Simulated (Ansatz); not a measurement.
`FB1[SiH2][SiH2]1` + `C[S][Zn][SH]` → `SB1[SiH2][SiH2]1` + `C[S][Zn][F]`  (redistribution)

Program: Ansatz. Geometries: PBE0-D4/def2-TZVP. ΔE: electronic, gas phase. CCSD(T)/CBS adds triple-zeta CCSD(T) − MP2 to the extrapolated MP2 energy (def2 sets, frozen cores). DFT in def2-TZVPP. For Zn outer-core shells are correlated without core-valence functions, which leaves a few kJ/mol of doubt a bond. Scalar relativity is left out up to krypton. Each species was taken in one conformer, which may not be the lowest.

CCSD(T)/CBS gives +0.34 eV.

Question: Another level gave +0.38 eV. Which?
A. revPBE-D4/def2-TZVPP
B. BHLYP-D4/def2-TZVPP
C. BHLYP/def2-TZVPP
D. ωB97X-V/def2-TZVPP

Answer: D. ωB97X-V 0.38, BHLYP-D4 0.44, BHLYP 0.48, revPBE-D4 0.29 eV.

Question: What do rigid-rotor, harmonic-oscillator terms from PBE0-D4/def2-TZVP frequencies (298.15 K, 1 bar) make of the CCSD(T)/CBS value? (Best estimate.)

Answer: The calculation gave: ΔZPE = +0.04 eV, ΔH = +0.35 eV, ΔS = -21 J/(mol·K), ΔG = +0.42 eV.

Largest T1 diagnostic among the species: 0.018.

In def2-TZVPP, CCSD(T) changes the Hartree–Fock value by −0.19 eV (the triples alone add −0.03 eV) and MP2 by −0.26 eV. The D4 term adds −0.05 eV with B3LYP and −0.03 eV with PBE0; it sums over pairs of atoms, weighted by their polarisabilities, and B3LYP, whose exchange is more repulsive, gets the larger term. From PBE to PBE0 (25 % exact exchange), in def2-TZVPP and without D4, ΔE moves by +0.04 eV.

B3LYP here is the variant with VWN-RPA as its local correlation; programs differ in this.
